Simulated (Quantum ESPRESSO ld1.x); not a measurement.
ld1.x (Quantum ESPRESSO 7.5) input

```
 &input
    atom='Se',
    iswitch=1,
    rel=2,
    dft='PBE',
    config='[Ar] 3d10 4s2 4d1',
    rel_dist='average',
    verbosity='high',
    lsmall=.true.,
    prefix='ld1',
    max_out_wfc=37,
    file_charge='ld1.rho',
 /
```

Command: `OMP_NUM_THREADS=1 ld1.x < ld1.in > ld1.out`

Standard output:

```
     Program LD1 v.7.5 starts

     --------------------------- All-electron run ----------------------------

     dirac relativistic calculation

     atomic number is 34.00
     dft =PBE   lsd =0 sic =0 latt =0  beta=0.20 tr2=1.0E-14
     Exchange-correlation= PBE
                           (   1   4   3   4   0   0   0)
     mesh =2017 r(mesh) =  99.64755 a.u. xmin = -8.00 dx = 0.00800
     1 Ry =  13.60569312 eV, c = 137.03599908

     n l j   nl                  e(Ry)          e(Ha)          e(eV)
     Spin orbit split results
     1 0 0.5 1S 1( 2.00)    -921.836307183    -460.918153591 -12542.2219052
     2 0 0.5 2S 1( 2.00)    -121.031274419     -60.515637209  -1646.7143780
     2 1 0.5 2P 1( 2.00)    -108.887709317     -54.443854659  -1481.4927578
     2 1 1.5 2P 1( 4.00)    -105.817107268     -52.908553634  -1439.7150886
     3 0 0.5 3S 1( 2.00)     -18.620015049      -9.310007524   -253.3382107
     3 1 0.5 3P 1( 2.00)     -14.463589391      -7.231794696   -196.7871587
     3 1 1.5 3P 1( 4.00)     -14.031196873      -7.015598437   -190.9041588
     3 2 1.5 3D 1( 4.00)      -6.861652730      -3.430826365    -93.3575414
     3 2 2.5 3D 1( 6.00)      -6.795327437      -3.397663719    -92.4551398
     4 0 0.5 4S 1( 2.00)      -3.786010561      -1.893005280    -51.5112978
     4 2 1.5 4D 1( 0.40)      -1.540514814      -0.770257407    -20.9597718
     4 2 2.5 4D 1( 0.60)      -1.536085950      -0.768042975    -20.8995141
     Averaged results
     1 0     1S 1( 2.00)    -921.836307183    -460.918153591 -12542.2219052
     2 0     2S 1( 2.00)    -121.031274419     -60.515637209  -1646.7143780
     2 1     2P 1( 6.00)    -106.840641284     -53.420320642  -1453.6409784
     3 0     3S 1( 2.00)     -18.620015049      -9.310007524   -253.3382107
     3 1     3P 1( 6.00)     -14.175327713      -7.087663856   -192.8651588
     3 2     3D 1(10.00)      -6.821857554      -3.410928777    -92.8161004
     4 0     4S 1( 2.00)      -3.786010561      -1.893005280    -51.5112978
     4 2     4D 1( 1.00)      -1.537857496      -0.768928748    -20.9236172

     final scf error:  8.9E-15 reached in  30 iterations

     Etot =   -4854.400358 Ry,   -2427.200179 Ha,  -66047.481572 eV

     Ekin =    4971.045870 Ry,    2485.522935 Ha,   67634.524609 eV
     Encl =  -11632.163102 Ry,   -5816.081551 Ha, -158263.641524 eV
     Eh   =    1980.233936 Ry,     990.116968 Ha,   26942.455238 eV
     Exc  =    -173.517062 Ry,     -86.758531 Ha,   -2360.819896 eV

     normalization and overlap integrals

     s(1S/1S) =  1.000000  <r> =   0.0441  <r2> =    0.0026  r(max) =   0.0287
     LC norm =  0.98482546 + SC norm =  0.01517454 =  1.00000000
     s(1S/2S) =  0.000000
     s(1S/3S) = -0.000000
     s(1S/4S) =  0.000000
     s(2S/2S) =  1.000000  <r> =   0.1957  <r2> =    0.0452  r(max) =   0.1643
     LC norm =  0.99701986 + SC norm =  0.00298014 =  1.00000000
     s(2S/3S) =  0.000000
     s(2S/4S) = -0.000000
     s(2P/2P) =  1.000000  <r> =   0.1685  <r2> =    0.0349  r(max) =   0.1302
     LC norm =  0.99702772 + SC norm =  0.00297228 =  1.00000000
     s(2P/3P) =  0.000000
     s(2P/2P) =  1.000000  <r> =   0.1723  <r2> =    0.0363  r(max) =   0.1323
     LC norm =  0.99709402 + SC norm =  0.00290598 =  1.00000000
     s(2P/3P) =  0.000000
     s(3S/3S) =  1.000000  <r> =   0.5735  <r2> =    0.3787  r(max) =   0.5034
     LC norm =  0.99929358 + SC norm =  0.00070642 =  1.00000000
     s(3S/4S) =  0.000000
     s(3P/3P) =  1.000000  <r> =   0.5817  <r2> =    0.3969  r(max) =   0.4954
     LC norm =  0.99934460 + SC norm =  0.00065540 =  1.00000000
     s(3P/3P) =  1.000000  <r> =   0.5921  <r2> =    0.4111  r(max) =   0.5034
     LC norm =  0.99936239 + SC norm =  0.00063761 =  1.00000000
     s(3D/3D) =  1.000000  <r> =   0.6226  <r2> =    0.4821  r(max) =   0.4501
     LC norm =  0.99948301 + SC norm =  0.00051699 =  1.00000000
     s(3D/4D) =  0.000000
     s(3D/3D) =  1.000000  <r> =   0.6267  <r2> =    0.4884  r(max) =   0.4537
     LC norm =  0.99948807 + SC norm =  0.00051193 =  1.00000000
     s(3D/4D) = -0.000000
     s(4S/4S) =  1.000000  <r> =   1.6218  <r2> =    2.9748  r(max) =   1.4357
     LC norm =  0.99987780 + SC norm =  0.00012220 =  1.00000000
     s(4D/4D) =  1.000000  <r> =   2.6023  <r2> =    7.7750  r(max) =   2.2292
     LC norm =  0.99994636 + SC norm =  0.00005364 =  1.00000000
     s(4D/4D) =  1.000000  <r> =   2.6107  <r2> =    7.8239  r(max) =   2.2471
     LC norm =  0.99994653 + SC norm =  0.00005347 =  1.00000000

     LC charge = 30.93541057 + SC charge =  0.06458943 = 31.00000000

     ------------------------ End of All-electron run ------------------------
```

Run on one thread of a shared host, so times are rough (Intel(R) Xeon(R) Processor @ 2.60GHz): 0.69 s of CPU time, 0.77 s wall, 30 iterations on 2017 mesh points.
